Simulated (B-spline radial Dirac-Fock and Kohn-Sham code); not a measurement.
## Binding energies of Lu⁶⁷⁺

System: lutetium as Lu⁶⁷⁺, 1s2 2s2; nuclear rms radius 5.37 fm (A = 175).

Level of theory: relaxed Dirac-Fock hole states (ΔSCF) with Breit and QED corrections and a finite nucleus; a radial finite-basis atomic code. Correlation and solid-state effects are left out. Energies are counted from the vacuum level.

All terms are in eV, carry their sign (relaxation lowers the binding energy) and add up to the binding energy; ⟨r⟩ is the mean radius of the orbital in the initial state.

```
subshell  −ε (Koopmans)  relaxation    Breit  self-energy  vacuum polarisation  binding energy  ⟨r⟩ (bohr)
      1s        71710.8       -5.81  -153.04      -129.08                23.35         71446.2       0.019
      2s        17641.1       -0.36   -16.79       -20.18                 3.39         17607.2       0.078
```

For the deepest level, K (1s), the Breit terms make up -0.214 % of the binding energy, QED -0.148 % and orbital relaxation -0.008 %.

Going to the tabulated ground configuration of the next ion removes an electron from L1 (2s), computed at 17607.2 eV. NIST lists 17610 ± 40 eV as the ionisation energy of this species (theoretical), +2.83 eV from the computed value, within the stated uncertainty.
